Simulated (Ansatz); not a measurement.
A nudged elastic band was laid between two geometries of ClGaH5NO (9 atoms, charge 0, multiplicity 1).

Computed with Ansatz 0.2.0, RKS B3LYP-D4/def2-SVP.

```
movable images  : 5
climbing image  : yes
spring          : 5.0 eV/Å²
optimiser       : quadratic models (default)
start path      : through a guess of the saddle point
force threshold : 0.05 eV/Å
iteration limit : 60
end points      : relaxed
```

Initial state:

```xyz
9
Properties=species:S:1:pos:R:3
Ga 0.022 0.147 0.287
O -0.395 -0.307 2.001
H -0.831 -1.159 2.118
H 1.373 -0.266 -0.384
Cl -1.749 0.347 -1.029
N 0.145 2.158 0.890
H 1.030 2.653 0.770
H -0.596 2.681 0.418
H -0.081 2.104 1.888
```

Final state:

```xyz
9
Properties=species:S:1:pos:R:3
Ga 0.203 0.487 0.005
O -0.217 -0.090 2.022
H -1.132 -0.410 2.091
H 1.466 -0.292 -0.458
Cl -1.773 -0.014 -0.826
N 0.170 2.214 0.764
H 1.031 2.758 0.746
H -0.583 2.816 0.429
H -0.246 0.889 2.186
```

Question: What changes between the two ends?

Answer: Bonds broken: N6–H9. Bonds formed: O2–H9.

Question: What energy profile does the band end with?

Answer: It converged. The highest image is number 4 of 0 to 6, 72.9 kJ/mol above the first end and 13.8 kJ/mol above the last; the last end lies 59.1 kJ/mol above the first. A vibrational analysis at the climbing image gives one clearly imaginary mode, 1005i cm⁻¹: a first-order saddle point. The orbitals stay closed-shell, which can raise the energy where a bond breaks towards radicals; this wasn't checked here.

```
image  path coordinate (Å)  energy (kJ/mol)  N6–H9 (Å)  O2–H9 (Å)
    0                 0.00              0.0       1.02       2.43
    1                 0.42              1.4       1.03       2.34
    2                 0.83              7.5       1.03       2.05
    3                 1.25             29.6       1.08       1.63
    4                 1.67             72.9       1.38       1.18
    5                 2.00             62.0       1.72       1.02
    6                 2.34             59.1       1.99       0.99
```

Question: What is the geometry of the highest image?

Answer: 
```xyz
9
Properties=species:S:1:pos:R:3
Ga 0.153 0.338 0.009
O -0.191 -0.012 1.954
H -1.060 -0.362 2.201
H 1.465 -0.299 -0.522
Cl -1.768 0.053 -1.001
N 0.123 2.103 0.889
H 0.984 2.644 0.975
H -0.626 2.735 0.603
H -0.162 1.160 1.853
```

Question: What are the harmonic wavenumbers there?

Answer: 1005i, 139, 142, 378, 392, 402, 511, 525, 575, 592, 706, 753, 764, 786, 1515, 1550, 1836, 2027, 3509, 3600, 3818 cm⁻¹.

The band took 11 iterations and of the order of 5 core-minutes.

Time of the run: 2.7 min on 2 threads of Arm Neoverse V1, on a shared host, peak memory 0.24 GiB.
